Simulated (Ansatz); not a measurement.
Energy needed to pull apart Br$_{2}$ (SMILES BrBr), closed shell, into free ground-state atoms, from the structure below (displaced at random from a GFN2-xTB minimum); no zero-point or spin–orbit terms; open-shell atoms are treated unrestricted, in their ground-state multiplicity.

| atom | x (Å) | y (Å) | z (Å) |
| --- | --- | --- | --- |
| Br1 | 1.0600 | -0.2523 | 0.4645 |
| Br2 | -1.0363 | 0.3557 | -0.4527 |

Ansatz 0.2.0; basis: def2-TZVPP; cores frozen in the correlated methods. Filled d shells of the heavier atoms are correlated. The def2 sets are not built for correlating such inner shells, so the correlated values are less sure here.

```json
{"method": "PBE-D4", "atomization energy (kcal/mol)": "57.7"}
{"method": "BLYP-D4", "atomization energy (kcal/mol)": "53.3"}
{"method": "r2SCAN-D4", "atomization energy (kcal/mol)": "52.3"}
{"method": "PBE0-D4", "atomization energy (kcal/mol)": "51.6"}
{"method": "BHLYP-D4", "atomization energy (kcal/mol)": "42.2"}
{"method": "wB97M-V", "atomization energy (kcal/mol)": "?"}
{"method": "HF", "atomization energy (kcal/mol)": "13.9"}
{"method": "MP2", "atomization energy (kcal/mol)": "49.6"}
{"method": "CCSD", "atomization energy (kcal/mol)": "?"}
{"method": "CCSD(T)", "atomization energy (kcal/mol)": "46.7"}
```

Q: What does wB97M-V give? (Judge from chemistry; the value comes from the calculation.)

A: Computed: 47.9 kcal/mol, which is about 1.2 kcal/mol more than CCSD(T)/def2-TZVPP.

Q: What does CCSD give? (Judge from chemistry; the value comes from the calculation.)

A: Computed: 42.8 kcal/mol, which is about 3.9 kcal/mol less than CCSD(T)/def2-TZVPP.

In triple zeta the MP2 and coupled-cluster atomization energies are still short of their basis limit by a few kcal/mol a bond, whereas those of the functionals are nearly converged, so these differences are not deviations from converged CCSD(T).

No T1 diagnostic of these runs exceeds 0.007.

For scale, one of the runs: CCSD(T)/def2-TZVPP forces, 96 basis functions (an equivalent command: `ansatz run in.yaml --threads 4`). Hardware: 4 CPU threads, shared host. Wall time about 16 s.
